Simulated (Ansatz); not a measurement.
# Molecular dynamics of CH3ClGeO

input.yaml

```yaml
crystal:
  periodic: [false, false, false]
  atoms:
    - { symbol: Cl, position_ang: [-0.354525, -1.471623, 1.818473] }
    - { symbol: C, position_ang: [0.287472, -0.588437, 0.399948] }
    - { symbol: O, position_ang: [-0.326284, -0.771177, -0.756374] }
    - { symbol: Ge, position_ang: [-0.387877, 1.321421, -0.024752] }
    - { symbol: H, position_ang: [1.385139, -0.645537, 0.365323] }
    - { symbol: H, position_ang: [-1.317761, 0.21735, -0.890442] }
    - { symbol: H, position_ang: [0.775235, 1.870105, -0.957676] }
basis:
  gaussian: { orbitals: def2-SVP }
hamiltonian:
  xc: b3lyp
md:
  timestep: 0.5
  n_steps: 200
  ensemble: nve
  temperature: 100.0
  initial_velocities: maxwell_boltzmann
  seed: 11389
```

Run as:

```bash
$ ansatz run input.yaml --threads 2 --pin off --max-ram 3072MiB --backend cpu --events-out ev --progress --plain --runs-dir out
```

It starts at the highest image of a converged band, a first-order saddle point between two minima.

Output, in part (one step line in 4, the closing report, with atoms numbered from 0):

```
md step     0: t =     0.00 fs  T =   100.0 K  F+E_penalty+E_count = -72159.18935136 eV  E_kin = 0.064630 eV  conserved = -72159.12472136 eV  (28 SCF iters)
md step     4: t =     2.00 fs  T =    88.3 K  F+E_penalty+E_count = -72159.18166441 eV  E_kin = 0.057072 eV  conserved = -72159.12459271 eV  (26 SCF iters)
md step     8: t =     4.00 fs  T =    87.1 K  F+E_penalty+E_count = -72159.18085265 eV  E_kin = 0.056304 eV  conserved = -72159.12454874 eV  (25 SCF iters)
md step    12: t =     6.00 fs  T =   116.7 K  F+E_penalty+E_count = -72159.19993431 eV  E_kin = 0.075400 eV  conserved = -72159.12453464 eV  (26 SCF iters)
md step    16: t =     8.00 fs  T =   193.3 K  F+E_penalty+E_count = -72159.24932208 eV  E_kin = 0.124956 eV  conserved = -72159.12436621 eV  (29 SCF iters)
md step    20: t =    10.00 fs  T =   369.9 K  F+E_penalty+E_count = -72159.36350067 eV  E_kin = 0.239044 eV  conserved = -72159.12445694 eV  (29 SCF iters)
md step    24: t =    12.00 fs  T =   635.2 K  F+E_penalty+E_count = -72159.53511992 eV  E_kin = 0.410549 eV  conserved = -72159.12457096 eV  (28 SCF iters)
md step    28: t =    14.00 fs  T =   957.7 K  F+E_penalty+E_count = -72159.74380725 eV  E_kin = 0.618972 eV  conserved = -72159.12483505 eV  (29 SCF iters)
md step    32: t =    16.00 fs  T =  1250.1 K  F+E_penalty+E_count = -72159.93323643 eV  E_kin = 0.807942 eV  conserved = -72159.12529423 eV  (28 SCF iters)
md step    36: t =    18.00 fs  T =  1378.5 K  F+E_penalty+E_count = -72160.01618363 eV  E_kin = 0.890899 eV  conserved = -72159.12528428 eV  (28 SCF iters)
md step    40: t =    20.00 fs  T =  1357.3 K  F+E_penalty+E_count = -72160.00224729 eV  E_kin = 0.877228 eV  conserved = -72159.12501891 eV  (28 SCF iters)
md step    44: t =    22.00 fs  T =  1284.7 K  F+E_penalty+E_count = -72159.95524381 eV  E_kin = 0.830273 eV  conserved = -72159.12497037 eV  (29 SCF iters)
md step    48: t =    24.00 fs  T =  1195.0 K  F+E_penalty+E_count = -72159.89726729 eV  E_kin = 0.772361 eV  conserved = -72159.12490663 eV  (28 SCF iters)
md step    52: t =    26.00 fs  T =  1102.5 K  F+E_penalty+E_count = -72159.83752899 eV  E_kin = 0.712560 eV  conserved = -72159.12496881 eV  (28 SCF iters)
md step    56: t =    28.00 fs  T =   976.3 K  F+E_penalty+E_count = -72159.75599346 eV  E_kin = 0.630973 eV  conserved = -72159.12502035 eV  (28 SCF iters)
md step    60: t =    30.00 fs  T =   795.3 K  F+E_penalty+E_count = -72159.63873986 eV  E_kin = 0.514004 eV  conserved = -72159.12473537 eV  (28 SCF iters)
md step    64: t =    32.00 fs  T =   639.5 K  F+E_penalty+E_count = -72159.53781142 eV  E_kin = 0.413315 eV  conserved = -72159.12449676 eV  (28 SCF iters)
md step    68: t =    34.00 fs  T =   582.5 K  F+E_penalty+E_count = -72159.50101753 eV  E_kin = 0.376442 eV  conserved = -72159.12457550 eV  (28 SCF iters)
md step    72: t =    36.00 fs  T =   599.5 K  F+E_penalty+E_count = -72159.51228964 eV  E_kin = 0.387486 eV  conserved = -72159.12480326 eV  (28 SCF iters)
md step    76: t =    38.00 fs  T =   617.4 K  F+E_penalty+E_count = -72159.52389437 eV  E_kin = 0.399041 eV  conserved = -72159.12485378 eV  (28 SCF iters)
md step    80: t =    40.00 fs  T =   621.5 K  F+E_penalty+E_count = -72159.52632153 eV  E_kin = 0.401698 eV  conserved = -72159.12462330 eV  (28 SCF iters)
md step    84: t =    42.00 fs  T =   688.3 K  F+E_penalty+E_count = -72159.56938892 eV  E_kin = 0.444866 eV  conserved = -72159.12452250 eV  (28 SCF iters)
md step    88: t =    44.00 fs  T =   850.6 K  F+E_penalty+E_count = -72159.67448330 eV  E_kin = 0.549720 eV  conserved = -72159.12476295 eV  (28 SCF iters)
md step    92: t =    46.00 fs  T =  1029.5 K  F+E_penalty+E_count = -72159.79026856 eV  E_kin = 0.665336 eV  conserved = -72159.12493262 eV  (28 SCF iters)
md step    96: t =    48.00 fs  T =  1155.9 K  F+E_penalty+E_count = -72159.87201340 eV  E_kin = 0.747084 eV  conserved = -72159.12492967 eV  (28 SCF iters)
md step   100: t =    50.00 fs  T =  1215.6 K  F+E_penalty+E_count = -72159.91054604 eV  E_kin = 0.785626 eV  conserved = -72159.12491970 eV  (28 SCF iters)
md step   104: t =    52.00 fs  T =  1205.7 K  F+E_penalty+E_count = -72159.90425770 eV  E_kin = 0.779249 eV  conserved = -72159.12500897 eV  (28 SCF iters)
md step   108: t =    54.00 fs  T =  1109.3 K  F+E_penalty+E_count = -72159.84197203 eV  E_kin = 0.716933 eV  conserved = -72159.12503893 eV  (29 SCF iters)
md step   112: t =    56.00 fs  T =   939.4 K  F+E_penalty+E_count = -72159.73197423 eV  E_kin = 0.607137 eV  conserved = -72159.12483739 eV  (30 SCF iters)
md step   116: t =    58.00 fs  T =   774.5 K  F+E_penalty+E_count = -72159.62529518 eV  E_kin = 0.500548 eV  conserved = -72159.12474728 eV  (30 SCF iters)
md step   120: t =    60.00 fs  T =   652.7 K  F+E_penalty+E_count = -72159.54673539 eV  E_kin = 0.421859 eV  conserved = -72159.12487618 eV  (32 SCF iters)
md step   124: t =    62.00 fs  T =   541.0 K  F+E_penalty+E_count = -72159.47446344 eV  E_kin = 0.349624 eV  conserved = -72159.12483895 eV  (32 SCF iters)
md step   128: t =    64.00 fs  T =   448.6 K  F+E_penalty+E_count = -72159.41468921 eV  E_kin = 0.289953 eV  conserved = -72159.12473587 eV  (32 SCF iters)
md step   132: t =    66.00 fs  T =   424.4 K  F+E_penalty+E_count = -72159.39876519 eV  E_kin = 0.274271 eV  conserved = -72159.12449446 eV  (32 SCF iters)
md step   136: t =    68.00 fs  T =   547.8 K  F+E_penalty+E_count = -72159.47863172 eV  E_kin = 0.354061 eV  conserved = -72159.12457030 eV  (31 SCF iters)
md step   140: t =    70.00 fs  T =   783.8 K  F+E_penalty+E_count = -72159.63160611 eV  E_kin = 0.506547 eV  conserved = -72159.12505938 eV  (29 SCF iters)
md step   144: t =    72.00 fs  T =   970.7 K  F+E_penalty+E_count = -72159.75242141 eV  E_kin = 0.627351 eV  conserved = -72159.12507010 eV  (29 SCF iters)
md step   148: t =    74.00 fs  T =  1089.0 K  F+E_penalty+E_count = -72159.82869776 eV  E_kin = 0.703833 eV  conserved = -72159.12486513 eV  (29 SCF iters)
md step   152: t =    76.00 fs  T =  1197.2 K  F+E_penalty+E_count = -72159.89875526 eV  E_kin = 0.773778 eV  conserved = -72159.12497751 eV  (30 SCF iters)
md step   156: t =    78.00 fs  T =  1267.6 K  F+E_penalty+E_count = -72159.94434688 eV  E_kin = 0.819272 eV  conserved = -72159.12507456 eV  (33 SCF iters)
md step   160: t =    80.00 fs  T =  1254.8 K  F+E_penalty+E_count = -72159.93619899 eV  E_kin = 0.810997 eV  conserved = -72159.12520185 eV  (31 SCF iters)
md step   164: t =    82.00 fs  T =  1111.4 K  F+E_penalty+E_count = -72159.84336641 eV  E_kin = 0.718301 eV  conserved = -72159.12506563 eV  (33 SCF iters)
md step   168: t =    84.00 fs  T =   888.7 K  F+E_penalty+E_count = -72159.69886821 eV  E_kin = 0.574375 eV  conserved = -72159.12449349 eV  (33 SCF iters)
md step   172: t =    86.00 fs  T =   760.9 K  F+E_penalty+E_count = -72159.61622294 eV  E_kin = 0.491741 eV  conserved = -72159.12448209 eV  (28 SCF iters)
md step   176: t =    88.00 fs  T =   743.7 K  F+E_penalty+E_count = -72159.60538509 eV  E_kin = 0.480635 eV  conserved = -72159.12475059 eV  (28 SCF iters)
md step   180: t =    90.00 fs  T =   753.7 K  F+E_penalty+E_count = -72159.61187086 eV  E_kin = 0.487105 eV  conserved = -72159.12476589 eV  (29 SCF iters)
md step   184: t =    92.00 fs  T =   775.7 K  F+E_penalty+E_count = -72159.62613319 eV  E_kin = 0.501329 eV  conserved = -72159.12480422 eV  (28 SCF iters)
md step   188: t =    94.00 fs  T =   804.1 K  F+E_penalty+E_count = -72159.64444060 eV  E_kin = 0.519716 eV  conserved = -72159.12472488 eV  (28 SCF iters)
md step   192: t =    96.00 fs  T =   867.7 K  F+E_penalty+E_count = -72159.68551260 eV  E_kin = 0.560809 eV  conserved = -72159.12470350 eV  (29 SCF iters)
md step   196: t =    98.00 fs  T =   959.6 K  F+E_penalty+E_count = -72159.74522246 eV  E_kin = 0.620198 eV  conserved = -72159.12502465 eV  (28 SCF iters)
md step   200: t =   100.00 fs  T =   978.6 K  F+E_penalty+E_count = -72159.75747522 eV  E_kin = 0.632481 eV  conserved = -72159.12499403 eV  (28 SCF iters)
Total energy: -72159.75771649 eV, -2651.8221844404 hartree
Atom 0 at    -0.395778    -1.399055     1.805192 Å, force     0.800973    -0.345871     0.319309 eV/Å
Atom 1 at     0.520635    -1.111580     0.304638 Å, force    -1.050426    -0.317125     0.225595 eV/Å
Atom 2 at    -0.137015    -0.795495    -0.655015 Å, force     0.810522    -0.779872    -0.537291 eV/Å
Atom 3 at    -0.429064     1.373898    -0.025095 Å, force     0.459232     1.423322    -0.375085 eV/Å
Atom 4 at     1.623901    -1.346095     0.331344 Å, force    -0.702118     0.130607     0.117668 eV/Å
Atom 5 at    -1.969223     1.710300    -0.181632 Å, force    -0.348063    -0.403840     0.003861 eV/Å
Atom 6 at    -0.175918     1.364037    -1.613818 Å, force     0.029879     0.292778     0.245943 eV/Å
Dipole moment:     0.407123    -0.426832     0.211648 e Å
```

The run went to its last step. The conserved energy stayed within 0.093 meV per atom of its start (net change -0.039 meV per atom), so the integration is sound. The system heated up, since it started high on the potential surface and ran downhill. A run of 0.1 ps of so small a system gives no equilibrium averages. The orbitals stay closed-shell, which can raise the energy where a bond breaks towards radicals; this wasn't checked here.

The step under study would form O3–H6 and break Ge4–H6. These pairs go: O3–H6 1.41 → 3.14 Å, Ge4–H6 1.68 → 1.58 Å. In the last frame they stand as before the step (other bonds may differ from the relaxed reactants and products). Also parted: C2–Ge4 2.07 → 2.68 Å. It ends as one piece, CH3ClGeO. Pairs count as bonded within 1.25 times the sum of covalent radii (0.12 Å more for H–H).

Last frame:

```xyz
7
Properties=species:S:1:pos:R:3
Cl -0.396 -1.399 1.805
C 0.521 -1.112 0.305
O -0.137 -0.795 -0.655
Ge -0.429 1.374 -0.025
H 1.624 -1.346 0.331
H -1.969 1.710 -0.182
H -0.176 1.364 -1.614
```

The run took 7 min on 2 threads of Arm Neoverse V1 (shared host), peak memory 0.2 GiB.
